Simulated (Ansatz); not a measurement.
Species: sum formula BN$_{2}$H$_{4}$Cl, net charge 0, singlet state. 
Structure (B3LYP-D3(BJ)/def2-TZVP (Ansatz, a quantum-chemistry and plane-wave program) minimum search):
```xyz
8

B      0.0377    -0.3799     0.2317
Cl    -0.1142     1.1521    -0.7027
N      1.3276    -0.9079     0.4162
N     -1.1419    -0.9641     0.7256
H      1.5145    -1.7558     0.9220
H      2.1444    -0.4576     0.0458
H     -1.1603    -1.8167     1.2571
H     -2.0442    -0.5528     0.5705
```
Charge 0, spin multiplicity 1.

Basis-set convergence of Hartree-Fock and MP2 correlation energies (hartree) with Ansatz. Valence correlation only, unless marked. No spin-orbit coupling. No relativistic terms.

```csv
basis,functions,E(HF),"E(corr, MP2)"
cc-pV(D+d)Z,85,-595.56971,-0.56005
cc-pV(T+d)Z,185,-595.62910,-0.71498
cc-pV(Q+d)Z,349,-595.64321,-0.77135
```

Extrapolating the two largest sets (X = 3 and 4) as X^-3: E(corr) = (64·(-0.77135) - 27·(-0.71498))/37 = -0.8125 Eh, an estimate of the basis-set limit. The largest set recovers 94.9 % of it, the smallest 68.9 %.
